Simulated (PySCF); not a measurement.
C₃HF₄, SMILES F/[C]=C/C(F)(F)F, multiplicity 2.

The structure is a stationary point at PBE-D3(BJ)/def2-SVP. The isomer is the one that the SMILES or the coordinates give; other isomers of the formula were not compared.

Calculation: PBE-D3(BJ)/def2-SVP run with PySCF.

No scaling factor is applied to the harmonic values.

Computed vibrational spectrum:
```csv
mode,ν (cm⁻¹),IR (km/mol),moving atoms (share of kinetic energy)
1,75,1.7,"F 51 %, C 36 %, H 13 %"
2,163,1.0,"F 74 %, C 24 %"
3,222,1.7,"C 46 %, F 37 %, H 17 %"
4,378,1.3,"F 81 %, C 19 %"
5,391,2.0,"F 54 %, C 41 %"
6,400,1.0,"F 62 %, C 33 %"
7,540,0.9,"F 79 %, C 17 %"
8,556,0.5,"F 75 %, C 16 %, H 9 %"
9,673,21.8,"F 68 %, C 29 %"
10,743,18.3,"H 52 %, C 42 %"
11,860,13.0,"F 52 %, C 34 %, H 14 %"
12,1092,251.6,"C 48 %, H 30 %, F 22 %"
13,1141,297.4,"C 78 %, F 22 %"
14,1161,131.6,"C 54 %, H 27 %, F 19 %"
15,1234,181.5,"C 71 %, F 15 %, H 14 %"
16,1319,98.7,"C 82 %, F 13 %"
17,1732,231.0,C 95 %
18,3082,2.7,"H 92 %, C 8 %"
```
